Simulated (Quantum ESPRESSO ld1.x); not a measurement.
Values are calculated unless marked as measured or tabulated.
Problem. The aim is the nickel ion Ni3+ in [Ar] 3d7. This ld1.x (Quantum ESPRESSO 7.5) run was made with `OMP_NUM_THREADS=1 ld1.x < ld1.in > ld1.out`. Can the result be used? Name any fault.

```
 &input
    zed=28.0,
    iswitch=1,
    rel=0,
    dft='PW',
    config='[Ar] 3d7',
    verbosity='high',
    rmax=5000.0,
    prefix='ld1',
    max_out_wfc=37,
    file_charge='ld1.rho',
 /
```

Output (excerpt):

```
     Program LD1 v.7.5 starts

     --------------------------- All-electron run ----------------------------

     atomic number is 28.00
     dft =PW   lsd =0 sic =0 latt =0  beta=0.20 tr2=1.0E-14
     Exchange-correlation= PW
                           (   1   4   0   0   0   0   0)
     mesh =2357 r(mesh) =4993.01637 a.u. xmin = -7.00 dx = 0.00800
     1 Ry =  13.60569312 eV

     n l     nl                  e(Ry)          e(Ha)          e(eV)
     1 0     1S 1( 2.00)    -598.707919430    -299.353959715  -8145.8362221
     2 0     2S 1( 2.00)     -73.597250753     -36.798625376  -1001.3416084
     2 1     2P 1( 6.00)     -64.707994691     -32.353997345   -880.3971184
     3 0     3S 1( 2.00)     -10.802359939      -5.401179970   -146.9735943
     3 1     3P 1( 6.00)      -8.075821979      -4.037910989   -109.8771556
     3 2     3D 1( 7.00)      -3.504962274      -1.752481137    -47.6874411

     final scf error:  5.7E-15 reached in  34 iterations

     Etot =   -3006.372659 Ry,   -1503.186330 Ha,  -40903.783818 eV

     Ekin =    3003.135777 Ry,    1501.567888 Ha,   40859.743785 eV
     Encl =   -7108.523918 Ry,   -3554.261959 Ha,  -96716.394982 eV
     Eh   =    1217.253763 Ry,     608.626881 Ha,   16561.581148 eV
     Exc  =    -118.238281 Ry,     -59.119141 Ha,   -1608.713769 eV
```

Solution. Yes, it can be used (harmless). The line at issue: rmax=5000.0. The energy moves by less than 1e-5 hartree against the default mesh (-1503.1863 hartree).
